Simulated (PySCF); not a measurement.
A structure optimised at PBE-D3(BJ)/def2-SVP, used in a PySCF frequency run:

```xyz
7

Cl     3.6326    -0.3858     0.0000
C      2.3480     0.7951     0.0000
C      1.0682     0.4813     0.0000
C     -0.2088     0.1766     0.0000
Br    -1.1959    -0.0571    -1.6098
Br    -1.1959    -0.0571     1.6098
H      2.7136     1.8360     0.0000
```
Charge 0, spin multiplicity 1.

Question: Write its SMILES, formula and point group.

Answer: ClC=C=C(Br)Br, C3HBr2Cl, Cs

Question: What are its rotational constants (standard atomic weights)?

Answer: 1.1645, 0.63001, 0.42239 GHz
